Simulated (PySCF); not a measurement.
Start geometry of (F2In-mu-SH)2 (F4H2In2S2) from GFN2-xTB (Å):
```
atom  x, y, z in Å
In1    1.7037   -0.3215    0.2324
F2     2.7074   -0.6147   -1.4078
F3     2.2465   -0.1491    2.0573
S4    -0.2588   -1.7939    0.6647
In5   -1.6516    0.2240   -0.2522
F6    -2.7237    0.6222    1.4003
F7    -2.2919    0.1382   -2.0792
S8     0.4047    1.8140   -0.6953
H9    -0.4537   -1.2849    1.9733
H10    0.4421    1.2890   -1.8891
```

Q: What comes out of this run: PySCF 2.14.0, PBE0-D3(BJ)/def2-SVP geometry optimisation, gas phase, def2 core potentials past Kr?

A: 
```
atom  x, y, z in Å
In1    1.755   -0.062    0.121
F2     2.754   -0.319   -1.533
F3     2.546    0.109    1.894
S4    -0.069   -1.865    0.311
In5   -1.728    0.054   -0.118
F6    -2.706    0.305    1.549
F7    -2.553   -0.122   -1.874
S8     0.098    1.854   -0.330
H9    -0.164   -1.737    1.658
H10    0.191    1.707   -1.675
```

The energy falls by 7.7 kcal/mol over 13 energy and gradient evaluations, the largest force component goes from 0.0353 to 4.0e-04 Eh/bohr, and the atoms move by 0.199 Å rms after alignment. The bond that changes most is In1–S8 (ends: indium bonded to 2 F and 2 S; sulfur bonded to 2 In and H), which shortens by 0.093 Å. Bonds longer at the end by more than 0.005 Å: 4 of 10; shorter: 5. Among the angles that change most is F2–In1–S8, from 94.5° to 106.2°. Among the dihedrals that turn most is F2–In1–S4–H9, from 173° to 158°. Rotational constants go from 1025, 373.7, 341.6 to 1083, 348.5, 340.7 MHz. The orientation of the end geometry is arbitrary; only internal coordinates are fixed.

The run used 154 basis functions and 92 SCF cycles in all. The run took 3.7 min of wall time on one thread of an Arm Neoverse V1, on a shared host, and the process peaked at 0.68 GiB of memory.

Not checked by PBE0-D3(BJ)/def2-SVP frequencies. The numbers are those of one conformer.
